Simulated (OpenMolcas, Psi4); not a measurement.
# GeCl2 (germanium dichloride): the electronic atomisation energy, rung by rung

GeCl2 has 3 atoms, charge 0, and is taken as a singlet. As SMILES, `Cl[Ge]Cl`. Geometry: relaxed at PBE0-D4/def2-TZVP.

| atom | x (Å) | y (Å) | z (Å) |
| --- | --- | --- | --- |
| Cl | -0.0654 | -1.6817 | 0.4227 |
| Ge | -0.4212 | 0.0672 | -0.8320 |
| Cl | 0.4866 | 1.6145 | 0.4093 |

Quantity: the electronic atomisation energy, in eV. The values are calculated. Electronic energies at fixed atoms, without zero-point motion or spin-orbit coupling.

```csv
level,kind,program,value (eV),CPU time (all runs)
SVWN5/aug-cc-pVDZ,LDA,OpenMolcas,9.72,34 s
revPBE/aug-cc-pVDZ,GGA,Psi4,8.02,2.1 min
M06-L/aug-cc-pVDZ,meta-GGA,OpenMolcas,8.78,80 s
TPSS/aug-cc-pVDZ,meta-GGA,OpenMolcas,8.28,52 s
r2SCAN/aug-cc-pVDZ,meta-GGA,OpenMolcas,8.33,64 s
B3LYP/aug-cc-pVDZ,global hybrid,OpenMolcas,7.91,41 s
PBE0/aug-cc-pVDZ,global hybrid,OpenMolcas,8.14,39 s
CCSD/aug-cc-pVDZ,coupled cluster or CI,Psi4,7.33,4.7 min
```

All-electron rows without a relativistic Hamiltonian named are non-relativistic. The values span 7.33 to 9.72 eV. In the correlated wave-function rows the outer d shell of Ge is correlated, in sets not made for it. CPU times are rough (shared hosts, several kinds of processor): they show what a rung costs within a factor of a few.
